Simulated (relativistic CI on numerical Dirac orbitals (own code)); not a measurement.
A reference radial Dirac CI calculation of Ta gave the lowest total energy -15589.11357 Ha in 63 SCF steps, from this input:

```
atom Ta  Z=73  charge=0  electrons=73
nucleus A=181  rms_radius_fm=5.3507
hamiltonian dirac-coulomb  breit=on  qed=on  c_scale=1
orbitals kli  potential=per-configuration
slater_scale 1
correlation none
mixing on
grid step=0.0125 r_max=259.4
scf mixing=0.4 start=green max_iterations=150 tolerance=2e-08 node_fill=0.05
configurations
  [Xe] 4f14 5d3 6s2
  [Xe] 4f14 5d4 6s
  [Xe] 4f14 5d3 6s 6p
  [Xe] 4f14 5d5
  [Xe] 4f14 5d2 6s2 6p
end
```

One setting was then changed (and the iteration limit cut to 66), and the output read:

```
SCF 1: [Xe] 4f14 5d3 6s2
 iter      energy (Ha)   residual   last orbital (Ha)
      1s not found; potential halved back
error: SCF of 1s2 2s2 2p6 3s2 3p6 3d10 4s2 4p6 4d10 4f14 5s2 5p6 5d3 6s2 stopped: an orbital could not be found
end: not converged
```

(1) Which setting was changed?
A. Slater scale
B. speed of light
C. configuration list
D. node fill of the KLI weights

## Answers

(1) B. The speed of light × 0.05. This setting is bad on purpose; its numbers may not be properties of the ion.
